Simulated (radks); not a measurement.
Spherical quantum dot in the effective-mass picture: electrons in a hard-walled sphere of radius 3.28, all in effective atomic units (hartree* = m*/eps^2 hartree, bohr* = eps/m* bohr), one dielectric constant everywhere. Calculated with a radial shooting solver with Libxc functionals: non-relativistic Kohn-Sham, PBE, spin-polarised, spherical densities. Levels are named by radial order and angular momentum (1s, 1p, 1d, 2s, ...), and open shells are averaged over m. Results are scaled to m* = 0.193 and eps = 4.2, for which hartree* = 297.7 meV and bohr* = 1.152 nm.

N = 15, configuration 1s2 1p6 1d(up 5, down 2). This is the lowest configuration that the search found. Occupied and some empty levels:

level    occupation  eigenvalue (meV)  <r> (nm)
1s up             1            1892.3     2.404
1s down           1            1907.2     2.389
1p up             3            1975.7     2.544
1p down           3            1991.9     2.537
1d up             5            2111.9     2.653
1d down           2            2129.1     2.649
1f up             0            2293.6     2.740
1f down           0            2311.3     2.738
2s up             0            2354.8     1.732
2s down           0            2361.3     1.733
2p up             0            2600.9     1.992
2p down           0            2610.2     1.989

Energy (meV): total 17422.4, kinetic 5748.5, external 0, Hartree 13707, exchange-correlation -2033.5.

Electron density:

r (nm)  n(r) (e/nm^3)
0.199         0.01012
0.387         0.01178
0.575         0.01480
0.763         0.01949
0.952         0.02625
1.14          0.03544
1.33          0.04732
1.52          0.06179
1.70          0.07845
1.89          0.09592
2.08           0.1124
2.27           0.1251
2.46           0.1309
2.65           0.1270
2.83           0.1119
3.02          0.08652
3.21          0.05538
3.40          0.02655
3.58         0.006883
3.77       0.00001376
